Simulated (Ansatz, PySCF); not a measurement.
Mo(NH)(S)(Cl)2 (Cl2HMoNS), SMILES [NH]=[Mo](=[S])([Cl])[Cl], multiplicity 1. Atoms are numbered in the order given.

```xyz
6

Mo     0.2093     0.0006     0.0000
N      1.9240    -0.0002     0.0000
H      2.8407     0.4510     0.0000
S     -0.4302     2.0139     0.0000
Cl    -0.4924    -1.0174     1.9146
Cl    -0.4924    -1.0174    -1.9146
```

Geometry optimised at B3LYP-D3(BJ)/def2-SVP. The multiplicity is an assumed one; no other spin state was optimised. The structure was generated by enumeration; whether it is a known compound was not checked. The def2 effective core potentials stand for the cores of Mo; spin–orbit coupling is left out.

Two levels are set side by side: PBE-D3(BJ)/def2-SVP (Ansatz, a quantum-chemistry and plane-wave program) and B3LYP-D3(BJ)/def2-SVP (Ansatz). Each level has its own optimised geometry; the coordinates shown are those of the second. Frequencies come from the Hessian of PySCF at each geometry. Differences are taken from unrounded values.

```
quantity                            B3LYP-D3(BJ)
----------------------------------  ------------
mean bond length (Å)                       1.881
bond Mo1–N2 (Å)                            1.715
bond Mo1–S4 (Å)                            2.113
bond Mo1–Cl5 (Å)                           2.279
bond Mo1–Cl6 (Å)                           2.279
bond N2–H3 (Å)                             1.022
highest harmonic wavenumber (cm⁻¹)          3565
mean harmonic wavenumber (cm⁻¹)              666
zero-point energy (kcal/mol)               11.43
```

Q: What does PBE-D3(BJ) give, and how far is it from B3LYP-D3(BJ)? (An estimate is asked for; the answer gives what the named calculation found.)

A: 
```json
[
 {"quantity": "mean bond length (Å)", "PBE-D3(BJ)": "1.886", "PBE-D3(BJ) minus B3LYP-D3(BJ)": "0.004"},
 {"quantity": "bond Mo1–N2 (Å)", "PBE-D3(BJ)": "1.726", "PBE-D3(BJ) minus B3LYP-D3(BJ)": "0.011"},
 {"quantity": "bond Mo1–S4 (Å)", "PBE-D3(BJ)": "2.123", "PBE-D3(BJ) minus B3LYP-D3(BJ)": "0.011"},
 {"quantity": "bond Mo1–Cl5 (Å)", "PBE-D3(BJ)": "2.276", "PBE-D3(BJ) minus B3LYP-D3(BJ)": "-0.004"},
 {"quantity": "bond Mo1–Cl6 (Å)", "PBE-D3(BJ)": "2.276", "PBE-D3(BJ) minus B3LYP-D3(BJ)": "-0.004"},
 {"quantity": "bond N2–H3 (Å)", "PBE-D3(BJ)": "1.029", "PBE-D3(BJ) minus B3LYP-D3(BJ)": "0.007"},
 {"quantity": "highest harmonic wavenumber (cm⁻¹)", "PBE-D3(BJ)": "3488", "PBE-D3(BJ) minus B3LYP-D3(BJ)": "-77"},
 {"quantity": "mean harmonic wavenumber (cm⁻¹)", "PBE-D3(BJ)": "650", "PBE-D3(BJ) minus B3LYP-D3(BJ)": "-17"},
 {"quantity": "zero-point energy (kcal/mol)", "PBE-D3(BJ)": "11.15", "PBE-D3(BJ) minus B3LYP-D3(BJ)": "-0.28"}
]
```
